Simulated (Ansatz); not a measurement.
`C[NH][SnH]([F])[Cl]` → `[F][Sn][Cl]` + CH₃NH₂ at 298.15 K and 1 bar (stannylene formation by 1,1-elimination).

Isolated molecules relaxed with PBE0-D4/def2-TZVP in Ansatz; ΔE leaves out vibrations. CCSD(T)/CBS adds triple-zeta CCSD(T) − MP2 to the extrapolated MP2 energy (def2 sets, frozen cores). def2 core potentials past Kr. For Sn outer-core shells are correlated without core-valence functions, which leaves a few kJ/mol of doubt a bond. One conformer a species, not always the lowest.

```csv
species,CCSD(T)/CBS energy (Eh),H − E (kJ/mol),S (J/(mol·K))
`C[NH][SnH]([F])[Cl]`,-869.43527,191.8,385.1
`[F][Sn][Cl]`,-773.69640,19.5,299.8
CH₃NH₂,-95.75281,180.0,240.4
```

H − E and S are ideal-gas, rigid-rotor, harmonic terms from PBE0-D4/def2-TZVP, for one conformer and one mirror image of each species. 1 Eh = 2625.50 kJ/mol, R = 8.31446 J/(mol·K).

Task: By hand: ΔE, ΔH, ΔS and ΔG.

Result: ΔE = (-773.69640) + (-95.75281) − (-869.43527) = -0.01394 Eh = -36.6 kJ/mol. Δ(H − E) = 19.5 + 180.0 − 191.8 = 7.7, so ΔH = -28.9 kJ/mol. ΔS = 299.8 + 240.4 − 385.1 = 155.1 J/(mol·K). ΔG = -28.9 − 298.15 × (155.1)/1000 = -75.1 kJ/mol.

Task: By hand: the equilibrium constant, and the temperature at which ΔG would vanish if ΔH and ΔS stayed fixed.

Result: log₁₀ K = −ΔG/(RT ln 10) = 13.2. ΔH and −TΔS have one sign here, so there is no such temperature.

The number of gas molecules changes by +1, which sets the sign of ΔS. A doubt of 5 kJ/mol in ΔE shifts log₁₀ K by 0.9 here. Other conformers and mirror images would add mixing entropy, several J/(mol·K) or more a flexible species. Modes under 60 cm⁻¹, often nearly free rotors, make the harmonic entropy too high. These are equilibria of isolated gas molecules and say nothing of rates. Largest T1 diagnostic: 0.016 (customary marks: 0.02 for closed shells, 0.045 for open ones).
